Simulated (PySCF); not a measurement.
## The second ionisation energy along group 13

All values are computed (PySCF 2.14, energy differences of UHF-based or UKS calculations, no spin-orbit coupling). Values in eV. The last column holds reference values (NIST; (s) semi-empirical, (t) theoretical, else measured). Unmarked ones compare directly (S terms, centres of terms, or small fine structure); those marked * lie between the lowest fine-structure levels and include a spin-orbit shift.

```csv
element,configurations,UHF,SCS-MP2 (valence),CCSD (valence),FCI (valence),LDA,r2SCAN,reference
"B (def2-QZVPPD, non-relativistic)",[He] 2s2 → [He] 2s1,23.443,24.671,25.094,25.094,24.554,24.257,25.155
"Al (def2-QZVPPD, non-relativistic)",[Ne] 3s2 → [Ne] 3s1,17.521,18.481,18.618,18.618,18.896,18.379,18.829
"Ga (def2-QZVPPD, non-relativistic)",[Ar] 3d10 4s2 → [Ar] 3d10 4s1,18.450,19.354,19.484,19.484,20.782,20.148,20.515
"In (def2-QZVPPD with the def2 core potential (28 electrons), ECP)",[Kr] 4d10 5s2 → [Kr] 4d10 5s1,17.009,17.807,17.914,17.914,19.494,18.803,18.870
"Tl (def2-QZVPPD with the def2 core potential (60 electrons), ECP)",[Xe] 4f14 5d10 6s2 → [Xe] 4f14 5d10 6s1,18.363,19.054,19.124,19.124,20.974,20.321,20.428
```

```
           method  elements  mean error (eV)  mean absolute error (eV)  largest error (eV)
              UHF         5           -1.802                     1.802              -2.066
SCS-MP2 (valence)         5           -0.886                     0.886              -1.375
   CCSD (valence)         5           -0.713                     0.713              -1.305
    FCI (valence)         5           -0.713                     0.713              -1.305
              LDA         5            0.181                     0.421               0.623
           r2SCAN         5           -0.378                     0.378              -0.898
```

Errors include the incompleteness of the basis and the frozen core.

"Valence" correlates the outer s and p shells and, in groups 3 to 12 and the f block, the outer d or f shell, open or full, or the next shell where the ion has no valence electron left; the wider scheme adds the next inner shell.
